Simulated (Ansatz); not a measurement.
A single point on `C1[C@H]2C[C@H]3C[C@@H]1C[C@@]([C@]14C[C@H]5C[C@H](C[C@H](C5)C1)C4)(C2)C3`.

```yaml
crystal:
  periodic: [false, false, false]
  atoms:
    - {symbol: C, position_ang: [-1.841189, 2.600092, 1.850176]}
    - {symbol: C, position_ang: [-0.342437, 2.431465, 2.078456]}
    - {symbol: C, position_ang: [0.419397, 3.446610, 1.232436]}
    - {symbol: C, position_ang: [0.103298, 3.206403, -0.240384]}
    - {symbol: C, position_ang: [-1.394247, 3.377154, -0.474635]}
    - {symbol: C, position_ang: [-2.151406, 2.362121, 0.375797]}
    - {symbol: C, position_ang: [-1.725428, 0.948077, -0.016424]}
    - {symbol: C, position_ang: [-0.217299, 0.727159, 0.201138]}
    - {symbol: C, position_ang: [0.217296, -0.727161, -0.201124]}
    - {symbol: C, position_ang: [-0.512185, -1.789609, 0.641259]}
    - {symbol: C, position_ang: [-0.092265, -3.205926, 0.250709]}
    - {symbol: C, position_ang: [1.408005, -3.371990, 0.470781]}
    - {symbol: C, position_ang: [2.154032, -2.357466, -0.389945]}
    - {symbol: C, position_ang: [1.830023, -2.600610, -1.860564]}
    - {symbol: C, position_ang: [0.328707, -2.436619, -2.074623]}
    - {symbol: C, position_ang: [-0.422113, -3.451301, -1.218182]}
    - {symbol: C, position_ang: [-0.094255, -1.022426, -1.679786]}
    - {symbol: C, position_ang: [1.728514, -0.942624, -0.000040]}
    - {symbol: C, position_ang: [0.078373, 1.016460, 1.684229]}
    - {symbol: C, position_ang: [0.525074, 1.790154, -0.629240]}
    - {symbol: H, position_ang: [-2.398276, 1.889413, 2.471125]}
    - {symbol: H, position_ang: [-2.159381, 3.605819, 2.147115]}
    - {symbol: H, position_ang: [-0.111364, 2.587359, 3.137781]}
    - {symbol: H, position_ang: [0.138537, 4.466277, 1.519322]}
    - {symbol: H, position_ang: [1.496873, 3.348094, 1.406593]}
    - {symbol: H, position_ang: [0.656692, 3.922557, -0.857430]}
    - {symbol: H, position_ang: [-1.628406, 3.228444, -1.534852]}
    - {symbol: H, position_ang: [-1.704841, 4.395737, -0.215942]}
    - {symbol: H, position_ang: [-3.228070, 2.467921, 0.204145]}
    - {symbol: H, position_ang: [-2.300930, 0.228265, 0.572848]}
    - {symbol: H, position_ang: [-1.983170, 0.780797, -1.066112]}
    - {symbol: H, position_ang: [-1.594463, -1.693268, 0.514902]}
    - {symbol: H, position_ang: [-0.299609, -1.639288, 1.703556]}
    - {symbol: H, position_ang: [-0.637592, -3.921737, 0.875287]}
    - {symbol: H, position_ang: [1.651960, -3.219605, 1.528264]}
    - {symbol: H, position_ang: [1.718980, -4.390425, 0.211970]}
    - {symbol: H, position_ang: [3.232623, -2.459847, -0.228620]}
    - {symbol: H, position_ang: [2.379221, -1.890282, -2.488898]}
    - {symbol: H, position_ang: [2.147835, -3.606368, -2.157810]}
    - {symbol: H, position_ang: [0.087613, -2.596275, -3.131151]}
    - {symbol: H, position_ang: [-1.501476, -3.356115, -1.382218]}
    - {symbol: H, position_ang: [-0.141375, -4.471124, -1.504629]}
    - {symbol: H, position_ang: [0.422096, -0.305192, -2.324392]}
    - {symbol: H, position_ang: [-1.165514, -0.909133, -1.869100]}
    - {symbol: H, position_ang: [2.294701, -0.225728, -0.601520]}
    - {symbol: H, position_ang: [1.998716, -0.766963, 1.045283]}
    - {symbol: H, position_ang: [-0.450689, 0.301212, 2.320459]}
    - {symbol: H, position_ang: [1.146557, 0.895242, 1.886331]}
    - {symbol: H, position_ang: [1.605189, 1.692435, -0.487486]}
    - {symbol: H, position_ang: [0.327632, 1.641803, -1.694874]}
basis:
  gaussian: {orbitals: def2-TZVPP}
hamiltonian: {xc: pbe}
correlation: {method: rpa}
```

```sh
$ ansatz run in.yaml --threads 11 --pin off --events-out ev --progress --plain --max-ram 120832MiB --backend cuda --devices 0, --max-vram 75GiB
```

Shortened log:

```
Functional definition: PBE
6120 factors; integrals over basis functions are off by at most 1.0e-3 eV
mean field evaluation 1: about -21150.5667 eV, gradient 1.5e2 eV
mean field evaluation 2: about -21150.5449 eV, gradient 1.5e2 eV
mean field evaluation 4: about -21203.4796 eV, gradient 5.3e1 eV
mean field evaluation 8: about -21209.4523 eV, gradient 6.9e-1 eV
mean field evaluation 16: about -21209.4540 eV, gradient 3.9e-4 eV
mean field -21209.45400362 eV, -779.4330583488 hartree, gradient 3.9e-6 eV, S^2 0.000000; 0 other end points of the search recorded, 0 dependent functions left out
20 core orbitals not correlated: weight in the atoms' cores, before any rotation towards them, 1.000 or more for the frozen orbitals, at most 0.000 for the correlated occupied ones
reference -21087.22895149 eV, -774.9413705302 hartree; 55, 55 occupied and 965, 965 virtual orbitals, 6120 factors
Total energy: -21237.72121230 eV, -780.4718591075 hartree
```

It took 10 s on 11 threads of an AMD EPYC 7R13 on a shared host and a whole NVIDIA H100 80 GB, with 14 GiB of host memory at the peak.
